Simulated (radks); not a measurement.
Question: These are the eigenvalues of the occupied orbitals of an atom or ion with whole-number occupations (eV). All-electron calculation, scalar-relativistic Kohn-Sham, PW91, spin-unpolarised, spherical densities, finite nucleus; Fermi nuclear charge, rms radius of each element as measured or else 0.836 A^(1/3) + 0.57 fm. Program: a radial shooting solver on a logarithmic mesh with Libxc functionals.

| orbital | eigenvalue |
|---|---|
| 1s | -26527.71 |
| 2s | -3938.503 |
| 2p | -3534.427 |
| 3s | -734.0199 |
| 3p | -601.4453 |
| 3d | -393.8286 |
| 4s | -105.9695 |
| 4p | -67.0234 |
| 4d | -11.7881 |
| 5s | -5.7272 |

Which element is it, and in what charge state? The configuration may be excited.

Answer: Z = 48, cadmium, charge 0: Cd in [Kr] 4d10 5s2. The list shows which subshells hold electrons but not how many an open one holds; the 1s level, -974.88 hartree, gives Z - s = 44.2 by -(Z - s)^2/2, which with screening and relativity narrows Z to a few neighbours, and the depths of the outer levels then fix element, charge and occupations together.
